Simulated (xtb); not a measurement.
Harmonic IR lines of one isomer of C$_{3}$H$_{4}$O, unscaled. These are GFN2-xTB (xtb) values and carry that method's errors.

```tsv
wavenumber (cm⁻¹)	relative intensity
261	32
343	100
512	3.8
640	23
682	15
928	33
1068	65
1146	14
1280	17
1329	51
2285	3.2
2832	48
2950	14
3393	3.1
3552	7.5
```

Question: Identify which structure gives these lines.
(A) `OC1C=C1`
(B) `C#CCO`
(C) `CC#CO`
(D) `C#COC`

Answer: B, `C#CCO`
